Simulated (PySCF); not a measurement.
Re (rhenium, neutral) across methods

[Xe] 4f14 5d7, high-spin 4F determinant (an excited configuration). Calculation: PySCF 2.14, in def2-TZVPPD with the def2 core potential (60 electrons); scalar relativity through the core potential.

```
 method  E (hartree)  mean ε 5p β (eV)  mean ε 5d α (eV)  mean ε 5d β (eV)  Σ⟨r²⟩ (bohr²)   ⟨S²⟩
   TPSS     -78.0015           -41.421            -3.158            -1.981          51.10  3.753
   PBE0     -77.9980           -43.591            -4.367            -2.936          50.61  3.755
    UHF    -77.31839           -49.841            -7.112            -4.984          49.84  3.761
 r2SCAN     -78.0333           -41.973            -3.398            -1.975          50.80  3.758
   PW91     -78.0821           -41.289            -3.316            -2.034          51.20  3.753
    PBE     -78.0416           -41.219            -3.277            -1.988          51.27  3.754
    LDA     -77.8475           -41.327            -3.467            -2.120          51.59  3.753
LC-wPBE     -78.0140           -46.018            -6.774            -5.330          50.06  3.754
  M06-L     -78.0505           -41.807            -3.214            -1.961          51.01  3.765
```

Energies and moments cover only the electrons outside the core potential. Spin-orbit coupling, absent here, splits the open shell strongly.
